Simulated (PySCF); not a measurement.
Choosing a molecule for a target property.

Species are written as SMILES; each is one conformer at its optimised geometry, gas phase, non-relativistic unless stated. Electronic properties by PySCF.

The conformers computed, where there is a choice (atom-mapped SMILES and torsion angles):
- `[PH2:1][Si:2]([PH2:3])([Cl:4])[CH2:5][CH:6]1[CH2:7][CH2:8][CH2:9]1`: P1–Si2–C5–C6 34°, Si2–C5–C6–C7 73°, H–P1–Si2–P3 40°, H–P1–Si2–P3 -53°, H–P3–Si2–P1 -165°, H–P3–Si2–P1 -72°
- `[CH3:1][CH2:2][CH2:3][C@@H:4]([CH3:5])[O:6][CH:7]([CH3:8])[CH3:9]`: C1–C2–C3–C4 180°, C2–C3–C4–C5 174°, C3–C4–O6–C7 152°, C4–O6–C7–C8 -85°
- `[CH3:1][CH2:2][CH2:3][C@H:4]([CH3:5])[CH2:6][CH3:7]`: C1–C2–C3–C4 -176°, C2–C3–C4–C5 -67°, C3–C4–C6–C7 -168°

Question: Wanted: HOMO–LUMO gap below 8 eV (PBE0/pcSseg-1) and smallest rotational constant above 0.6 GHz (GFN2-xTB), at GFN2-xTB geometries. Which candidate meets both?
A. `C1=Cc2ccccc2CC1`
B. `CC[C@@H](C)CCC`
C. `P[Si](P)(Cl)CC1CCC1`
D. `CCC[C@@H](C)OC(C)C`

Answer: A. Computed values:
| species | HOMO–LUMO gap | smallest rotational constant |
| --- | --- | --- |
| C1=Cc2ccccc2CC1 | 5.45 eV | 0.876 GHz |
| P[Si](P)(Cl)CC1CCC1 | 7.25 eV | 0.477 GHz |
| CCC[C@@H](C)OC(C)C | 8.56 eV | 0.716 GHz |
| CC[C@@H](C)CCC | 10.00 eV | 1.001 GHz |
